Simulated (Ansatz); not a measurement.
C4H10GeO2Si (`C[Si](C)(O)C#[C][GeH2][OH]`) at its PBE0-D4/def2-TZVP geometry, where that method's forces vanish. The species carries charge 0 and has multiplicity 1.

```xyz
18

C    -1.5627   -0.1312   -1.8848
Si   -0.1922   -0.9906   -0.9640
C     1.3949   -0.9538   -1.9370
O    -0.6099   -2.5311   -0.5473
C     0.0675   -0.1341    0.6375
C     0.2431    0.4722    1.6746
Ge    0.5240    1.4219    3.2990
O    -0.4392    2.9161    3.2726
H    -2.4857   -0.1427   -1.3013
H    -1.3003    0.9106   -2.0865
H    -1.7580   -0.6187   -2.8445
H     2.1997   -1.4424   -1.3836
H     1.2805   -1.4643   -2.8979
H     1.6993    0.0760   -2.1411
H    -0.7333   -3.1645   -1.2548
H     2.0210    1.7521    3.4179
H    -0.0032    0.6302    4.4955
H    -0.3455    3.3943    2.4458
```

Question: What forces (eV/Å) does ωB97M-V/def2-TZVPP give on these atoms in Ansatz? (An estimate is asked.)

Answer: Computed: 
```
C1  -0.015  0.002 -0.015
Si2  0.019  0.085 -0.158
C3   0.015 -0.005 -0.015
O4  -0.024 -0.105 -0.024
C5   0.063  0.211  0.373
C6  -0.070 -0.208 -0.370
Ge7  0.144 -0.054  0.243
O8  -0.012  0.059 -0.069
H9   0.061  0.002 -0.038
H10 -0.016 -0.065  0.014
H11  0.010  0.033  0.061
H12 -0.053  0.033 -0.037
H13  0.010  0.033  0.061
H14 -0.020 -0.065  0.014
H15 -0.004 -0.001  0.037
H16 -0.129 -0.025 -0.014
H17  0.043  0.065 -0.106
H18 -0.023  0.004  0.043
```
